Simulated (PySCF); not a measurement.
Removing an electron from N-ethyl-1,2-azaborine

Species: N-ethyl-1,2-azaborine, C6H10BN.
Geometry (PBE0-D3(BJ)/def2-SVP, Å), atoms numbered from 1 in this order:
```
atom  x, y, z in Å
C1    -2.3289   -0.2077    0.5423
C2    -1.5435    0.4369   -0.5859
N3    -0.1010    0.2694   -0.4327
B4     0.7023    1.2686    0.2239
C5     2.1719    0.9486    0.3797
C6     2.6415   -0.2514   -0.1023
C7     1.7758   -1.1804   -0.7348
C8     0.4442   -0.8946   -0.8766
H9    -2.0531    0.2379    1.5099
H10   -2.1303   -1.2891    0.5989
H11   -3.4098   -0.0665    0.3923
H12   -1.7500    1.5151   -0.6250
H13   -1.8489    0.0145   -1.5574
H14    0.1425    2.2752    0.5936
H15    2.8816    1.6302    0.8579
H16    3.7004   -0.5201   -0.0115
H17    2.1568   -2.1271   -1.1208
H18   -0.2368   -1.5982   -1.3652
```

Level: PBE0/def2-SVPD (PySCF). Frontier orbitals with their largest atomic shares (Löwdin; up to four atoms above 4 %):

```tsv
orbital	ε (eV)	main atoms
HOMO−3	-9.41	B4 19 %, C5 14 %, H14 14 %, N3 10 %
HOMO−2	-8.75	B4 26 %, C5 23 %, H14 13 %, C6 12 %
HOMO−1	-7.95	C6 27 %, N3 22 %, C5 16 %, C7 12 %
HOMO	-6.43	?
LUMO	-0.77	C6 20 %, C5 18 %, C8 16 %, N3 15 %
LUMO+1	0.31	B4 24 %, C7 18 %, C8 12 %, C5 11 %
LUMO+2	0.67	B4 17 %, C1 16 %, C2 8 %, H18 8 %
```

Q: What vertical ionisation energy does ΔSCF give, and how far is −ε(HOMO) from it?

A: ΔSCF: 8.25 eV (796 kJ/mol; threshold wavelength 150 nm); ⟨S²⟩ of the doublet left behind is 0.773, against 0.75 for a pure doublet. −ε(HOMO) is 6.43 eV, 1.82 eV below it. In exact Kohn–Sham theory the two would be equal; PBE0 (global hybrid, 25 % exact exchange) falls short of its own ΔSCF value by 22 %.

Q: On which atoms does the HOMO lie?

A: C5 (unsaturated ring CH carbon) 21 %, C7 (unsaturated ring CH carbon) 21 %, C8 (unsaturated ring CH carbon) 17 %, B4 (ring boron) 14 %, so no atom holds as much as 40 %. The HOMO−1 lies 1.52 eV lower.

Q: Shift the occupied levels rigidly so that −ε(HOMO) equals the ΔSCF value. What binding energies result?

A: The shift is +1.82 eV: HOMO 8.25, HOMO−1 9.77, HOMO−2 10.57, HOMO−3 11.23 eV. A rigid shift is only a rough guide to the deeper ionisations.

Q: With α = 93.8 au, estimate the like-pair dispersion coefficient by London's formula C6 = (3/4)α²I.

A: I = 0.3031 Eh, so C6 ≈ 2000 au, a rough estimate.

Q: What kinetic energy would electrons from this vertical process carry with Lyman-α light (10.199 eV)?

A: 10.20 − 8.25 = 1.95 eV.

Q: What total energies stand behind the ΔSCF value?

A: E(N) = -313.70451 Eh and E(N − 1) = -313.40140 Eh at the same geometry, 0.30311 Eh apart.

Isolated species at its PBE0-D3(BJ)/def2-SVP geometry (one conformer only).

These values come from a run that also computed excited states and ΔSCF ions. The run took 1.7 min on Arm Neoverse V1, one thread, no GPU (shared host).
